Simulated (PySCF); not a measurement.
## Ta⁺: excitation energy

Ta⁺ [Xe] 4f14 5d3 6s1 (5F) → Ta⁺ [Xe] 4f14 5d3 6p1 (high-spin determinant), as a difference of total energies. All numbers are calculated (PySCF 2.14, scalar relativity through the core potential, in def2-QZVPPD with the def2 core potential (60 electrons) (7s6p4d3f2g, 84 functions)). Correlated levels: valence and next inner shell: nothing frozen outside the core potential. The calculations carry no spin-orbit coupling.

```
                                method  excitation energy (cm⁻¹)
                                   UHF                     39071
    MP2 (valence and next inner shell)                     41905
SCS-MP2 (valence and next inner shell)                     41135
   CCSD (valence and next inner shell)                     41025
CCSD(T) (valence and next inner shell)                     40710
```

The determinant of the upper state mixes LS terms, which raises its energy above the lowest term, most at the Hartree-Fock and MP2 levels.
